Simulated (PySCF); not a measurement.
# Tl²⁺: ionisation energy

Tl²⁺ [Xe] 4f14 5d10 6s1 (2S) → Tl³⁺ [Xe] 4f14 5d10 (1S), as a difference of total energies. All numbers are calculated (PySCF 2.14, scalar relativity by spin-free X2C-1e, in aug-cc-pwCVTZ-DK3). Correlated levels: valence and next inner shell: [Kr] 4d10 4f14 frozen. The calculations carry no spin-orbit coupling.

```tsv
method	ionisation energy (eV)
UHF	28.148
LDA	30.744
PBE	30.314
PBE0	29.949
r2SCAN	30.162
MP2 (valence and next inner shell)	29.915
SCS-MP2 (valence and next inner shell)	29.625
```

Errors of the correlated levels include the incompleteness of this basis and the frozen core.

Which method comes closest to the reference value, and which is furthest?

The reference is 29.852 eV (measured; NIST Atomic Spectra Database, ionization energies). Closest: MP2 (valence and next inner shell) (error 0.063 eV); furthest: UHF (error -1.704 eV).
